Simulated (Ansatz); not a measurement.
Born–Oppenheimer molecular dynamics of AlF$_{2}$H$_{4}$P (8 atoms, charge 0, multiplicity 1). It starts at the highest image of a converged band, a first-order saddle point between two minima.

All numbers below come from RKS PBE/6-31G* in Ansatz 0.2.0.

* ensemble: NVE (velocity Verlet)
* time step: 0.5 fs
* steps asked: 200
* starting velocities drawn for: 300 K
* seed: 5328

First frame:

```xyz
8
Properties=species:S:1:pos:R:3
Al 0.072 -0.404 0.077
H -0.132 0.160 1.704
F 1.543 0.073 -0.540
F -1.331 -0.222 -0.799
P 0.208 -2.684 1.171
H -0.756 -2.880 0.123
H 1.361 -2.663 0.314
H -0.018 -0.958 1.705
```

**Question.** How far do the bonds stretch over the last three quarters of this one trajectory? (Pairs bonded in most of those frames.)

**Answer.** 
```tsv
bond	mean (Å)	spread (Å)	shortest	longest
Al1–F3	1.673	0.015	1.65	1.69
Al1–F4	1.677	0.024	1.64	1.71
Al1–P5	2.346	0.086	2.23	2.51
H2–H8	0.761	0.038	0.70	0.83
P5–H6	1.445	0.015	1.42	1.47
P5–H7	1.442	0.016	1.42	1.48
```

Mean temperature of the second half: 1407 K. The conserved energy stayed within 0.16 meV per atom of its start (net change -0.14 meV per atom), so the integration is sound. The kinetic energy rose, since the run started high on the potential surface and went downhill. It ends in pieces (AlF2H2P + H2), so much of that is their flight and rotation, not heat. A run of 0.1 ps of so small a system gives no equilibrium averages. The orbitals stay closed-shell, which can raise the energy where a bond breaks towards radicals; this wasn't checked here.

The run took 8.5 min on 1 thread of AMD EPYC 7R43 64-Core Processor (Zen 3), on a shared host, peak memory 0.17 GiB.
